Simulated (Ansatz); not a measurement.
`B[Te]C` → `[CH2]` (triplet) + `B[TeH]` at 600 K and 1 bar (formal loss of a carbene).

Computed with Ansatz on PBE0-D4/def2-TZVP structures; ΔE is electronic, products minus reactants. CBS: MP2 limit from def2 TZ/QZ plus the TZ coupled-cluster correction, frozen cores. This one scheme is used for every species. Triplets are unrestricted, without spin–orbit coupling. def2 core potentials past Kr. For Te outer-core shells are correlated without core-valence functions, which leaves a few kJ/mol of doubt a bond.

```json
{"species": "`B[Te]C`", "CCSD(T)/CBS energy (Eh)": "-333.57904", "H − E (kJ/mol)": "196.0", "S (J/(mol·K))": "380.1"}
{"species": "`[CH2]` (triplet)", "CCSD(T)/CBS energy (Eh)": "-39.09499", "H − E (kJ/mol)": "66.5", "S (J/(mol·K))": "220.8"}
{"species": "`B[TeH]`", "CCSD(T)/CBS energy (Eh)": "-294.31292", "H − E (kJ/mol)": "103.0", "S (J/(mol·K))": "312.8"}
```

H − E and S are ideal-gas, rigid-rotor, harmonic terms from PBE0-D4/def2-TZVP, with the whole ground term of open shells counted as degenerate. 1 Eh = 2625.50 kJ/mol, R = 8.31446 J/(mol·K).

Q: By hand: ΔE, ΔH, ΔS and ΔG.

A: ΔE = (-39.09499) + (-294.31292) − (-333.57904) = 0.17113 Eh = 449.3 kJ/mol. Δ(H − E) = 66.5 + 103.0 − 196.0 = -26.5, so ΔH = 422.8 kJ/mol. ΔS = 220.8 + 312.8 − 380.1 = 153.5 J/(mol·K). ΔG = 422.8 − 600 × (153.5)/1000 = 330.7 kJ/mol.

Q: By hand: the equilibrium constant, and the temperature at which ΔG would vanish if ΔH and ΔS stayed fixed.

A: log₁₀ K = −ΔG/(RT ln 10) = -28.8. ΔG = 0 at ΔH/ΔS = 2754 K, far beyond where these terms or the molecules hold.

The number of gas molecules changes by +1, which sets the sign of ΔS. A doubt of 5 kJ/mol in ΔE shifts log₁₀ K by 0.4 here. A triplet takes part, so the spin changes. These are equilibria of isolated gas molecules and say nothing of rates. Largest T1 diagnostic: 0.015 (customary marks: 0.02 for closed shells, 0.045 for open ones).
